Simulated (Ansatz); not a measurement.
**How methods differ on GeO (SMILES [O]=[Ge])**

The species is GeO (2 atoms), meant as a singlet with charge 0. SMILES: `[O]=[Ge]`. The shape comes from GFN2-xTB, which is rough for such elements, and wasn't checked as a minimum.

```xyz
2

O     0.0000    0.0000    0.0000
Ge    0.0000    0.0000    1.5765
```

Quantity: the energy change with the O1–Ge2 bond stretched from 1.576 to 2.434 Å, in eV. The values are calculated.

```
                      level                    kind  program  value (eV)  less FCI/STO-3G  CPU time (all runs)
     HF/STO-3G (restricted)            Hartree–Fock   Ansatz        7.44            +2.10                0.3 s
  SVWN5/STO-3G (restricted)                     LDA   Ansatz        7.54            +2.20                  5 s
    PBE/STO-3G (restricted)                     GGA   Ansatz        7.11            +1.77                9.4 s
r2SCAN0/STO-3G (restricted)         hybrid meta-GGA   Ansatz        8.26            +2.92                  4 s
  HSE06/STO-3G (restricted)  range-separated hybrid   Ansatz        7.97            +2.63                6.5 s
wB97M-V/STO-3G (restricted)  range-separated hybrid   Ansatz        8.84            +3.50                 49 s
 B2PLYP/STO-3G (restricted)           double hybrid   Ansatz        7.23            +1.89                2.6 s
                 FCI/STO-3G      exact in the basis   Ansatz        5.34             0.00                1.6 s
```

FCI/STO-3G is exact within its basis and frozen core, so for wave-function methods in that basis the difference is their error; functionals converge differently with the basis, so for them it is only a difference. A spin-restricted reference rises too steeply as a bond breaks; here HF/STO-3G, SVWN5/STO-3G, PBE/STO-3G, r2SCAN0/STO-3G, HSE06/STO-3G, wB97M-V/STO-3G, B2PLYP/STO-3G lie well above the multireference or unrestricted value. All-electron rows without a relativistic Hamiltonian named are non-relativistic. The first shape isn't each level's own minimum. The values span 5.34 to 8.84 eV. All rows use very small basis sets, so none should be taken for the real molecule's value. Times are those of the runs behind each value, whatever else they computed, on shared processors of several kinds: orders of magnitude only.
